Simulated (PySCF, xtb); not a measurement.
SnH₃I, SMILES [SnH3][I].

Harmonic wavenumbers (cm⁻¹) from GFN2-xTB (xtb) at its own minimum, in rising order: 234, 432, 433, 630, 681, 681, 1510, 1754, 1755.

### Question
What does B3LYP-D3(BJ)/def2-TZVP (PySCF) give at its own minimum? (The exact figures need the calculation; the answer reports its results.)

### Answer
198, 447, 447, 677, 704, 704, 1934, 1946, 1946. Paired by order, the mean absolute difference is 107 cm⁻¹ and the zero-point energies are 11.6 and 12.9 kcal/mol.
